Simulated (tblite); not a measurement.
C5H5ClS.
SMILES: `Cc1ccc(Cl)s1`

Method: GFN2-xTB as coded in tblite; computed harmonic values from a numerical Hessian at the method's own geometry, unscaled. This tight-binding method is rough: wavenumbers can miss measured ones by several per cent, in bad cases by 10 to 20.

Harmonic wavenumbers (cm⁻¹): 75.8, 124.8, 204.7, 287.9, 317.9, 378.8, 437.0, 516.7, 601.7, 691.7, 712.6, 795.8, 832.5, 929.6, 1000.6, 1032.4, 1074.0, 1165.0, 1181.4, 1328.2, 1399.9, 1463.3, 1469.8, 1489.8, 1585.5, 3003.9, 3018.4, 3045.2, 3130.3, 3147.1.

A = 5018, B = 1167, C = 952.4 MHz; mass 131.980 u (most abundant isotopes); point group Cs, symmetry number 1.

**Question.** Zero-point energy?

**Answer.** Half the sum of the wavenumbers: 18221 cm⁻¹ = 52.10 kcal/mol.

**Question.** Entropy at 500 K, 1 bar (ideal gas, RRHO, classical rotation)?

**Answer.** Translation 43.14, rotation 29.99, vibration 29.41: S = 102.5 cal/(mol K).

**Question.** And Cp and H(500 K) − H(0)?

**Answer.** Cp = 38.92 cal/(mol K), of which vibrations give 30.97 (their classical limit is 30 R = 59.6); H(500 K) − H(0) = 11.93 kcal/mol without the zero-point energy, 7.95 from vibrations.

**Question.** Blend soft modes into free rotors: weight 1/[1 + (100 cm⁻¹/ν̃)⁴] for the oscillator and the rest for a rotor with moment μB/(μ + B), μ = h/(8π²ν), B = 10⁻⁴⁴ kg m². What vibrational entropy results?

**Answer.** 28.10 cal/(mol K) in place of 29.41, which changes −T·S at 500 K by +0.66 kcal/mol.

**Question.** Which modes carry the vibrational entropy at 500 K?

**Answer.** 75.8 cm⁻¹: 5.02; 124.8 cm⁻¹: 4.03; 204.7 cm⁻¹: 3.07; 287.9 cm⁻¹: 2.42; 317.9 cm⁻¹: 2.23; 378.8 cm⁻¹: 1.91 cal/(mol K); the other 24 give 10.74 together.

**Question.** How do the functions run with temperature in this model?

**Answer.** 
```csv
T (K),S (cal/(mol K)),Cp (cal/(mol K)),H − H(0) (kcal/mol),G − H(0) (kcal/mol),ln q(vib)
100,64.1,13.8,1.04,-5.37,0.68
200,75.9,20.8,2.77,-12.40,2.06
300,85.6,27.7,5.20,-20.48,3.60
800,123.3,49.1,25.28,-73.34,11.45
1000,134.7,53.2,35.53,-99.16,14.33
```

q(vib) and H(0) count from the zero-point level.

Hindered rotation and anharmonicity are outside this model.
